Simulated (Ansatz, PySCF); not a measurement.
Species: CHI₂, charge 0, doublet. CHI2 (SMILES I[CH]I, doublet).
B3LYP-D3(BJ)/def2-TZVP minimum from Ansatz (a program for electronic structure):
```xyz
4

I     -1.8101     0.0999     0.0202
C     -0.0162    -0.8857    -0.1989
I      1.8125     0.0341     0.0173
H     -0.0331    -1.7885    -0.7907
```
Charge 0, spin multiplicity 2.

Atomisation energy term by term, kcal/mol (programs: Ansatz). Radicals and triplets start from unrestricted determinants; spin-orbit coupling is neglected. Cores are frozen in correlated methods (noble-gas shells, and filled d and f shells in the p block). Past Kr the def2 sets carry scalar-relativistic core potentials. CBS(X,Y): correlation extrapolated as X^-3, Hartree-Fock from the larger set. A bracket is a step between two methods taken in the basis named. For partners of very few electrons the exact lower level stands in for a higher one. Spin-orbit terms, left out, reach several kcal/mol for Br and I, and more for heavier atoms. The UHF reference of CHI2 (I[CH]I, doublet) is spin-contaminated (<S^2> up to 0.04 over the pure value in the sets run).

```
term                                                          basis  kcal/mol
-----------------------  ------------------------------------------  --------
Hartree-Fock                                             def2-QZVPP    138.47
CCSD correlation                         CBS(def2-TZVPP,def2-QZVPP)     73.28
(T)                                      CBS(def2-TZVPP,def2-QZVPP)      8.14
CCSDT(Q) - CCSD(T)                                         def2-SVP      0.58
minus zero-point energy  Hessian by PySCF at B3LYP-D3(BJ)/def2-TZVP     -8.50
sum: D0                                                                 212.0
```
